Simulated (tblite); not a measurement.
Start geometry of `o1c([SiH2]C)c[c]c1/C=N\[H]` [radical] from a force field or distance geometry (Å):
```
atom  x, y, z in Å
C1    -2.955    0.457   -0.543
Si2   -1.889   -0.995   -0.109
C3    -0.131   -0.478    0.247
C4     0.203    0.202    1.392
C5     1.575    0.412    1.305
C6     1.980   -0.138    0.076
C7     3.370   -0.096   -0.383
N8     3.879    1.083   -0.625
O9     0.930   -0.651   -0.499
H10   -2.643    1.398   -0.028
H11   -4.035    0.295   -0.309
H12   -2.814    0.629   -1.635
H13   -1.828   -1.934   -1.224
H14   -2.501   -1.639    1.090
H15   -0.418    0.512    2.235
H16    3.936   -1.010   -0.489
H17    3.333    1.962   -0.511
```

Q: What comes out of this run: GFN2-xTB geometry optimisation, gas phase in tblite 0.8.0?

A: 
```
atom  x, y, z in Å
C1    -3.0461    0.2873   -0.6026
Si2   -1.8625   -1.0677    0.0027
C3    -0.1958   -0.2820    0.3877
C4     0.2272    0.5329    1.4177
C5     1.5663    0.7811    1.1507
C6     1.9190    0.1265   -0.0077
C7     3.1771    0.0645   -0.7016
N8     4.2539    0.6240   -0.3509
O9     0.8192   -0.5283   -0.4706
H10   -3.1446    1.0847    0.1293
H11   -4.0370   -0.1183   -0.7830
H12   -2.6992    0.7348   -1.5303
H13   -1.6205   -2.0778   -1.0291
H14   -2.3640   -1.6703    1.2431
H15   -0.3663    0.8835    2.2352
H16    3.1890   -0.5230   -1.6147
H17    4.1775    1.1601    0.5143
```

The energy falls by 0.923 eV over 104 L-BFGS steps, the largest force on an atom goes from 3.71 to 0.007 eV/Å, and the atoms move by 0.625 Å rms after alignment. The bond that changes most is C6–O9 (ends: carbon bonded to 2 C and O; oxygen bonded to 2 C), which lengthens by 0.059 Å. Bonds longer at the end by more than 0.005 Å: 7 of 17; shorter: 9. Among the angles that change most is Si2–C3–O9, from 128.1° to 117.3°. Among the dihedrals that turn most is C5–C6–C7–H16, from 114° to -179°. Rotational constants go from 4019, 668.8, 652.5 to 4279, 658.8, 620.1 MHz. The orientation of the end geometry is arbitrary; only internal coordinates are fixed.

On AMD EPYC, one thread, on a shared host, this took 1.9 s.

Its lowest GFN2-xTB frequency is 20i cm⁻¹, too small to tell a flat minimum from a shallow saddle. 3 starts were optimised and ended at 0.00, 0.72 and 0.86 kcal/mol (GFN2-xTB); the lowest of these is shown.

One conformer stands for the species.

The numbers are calculated, not measured.
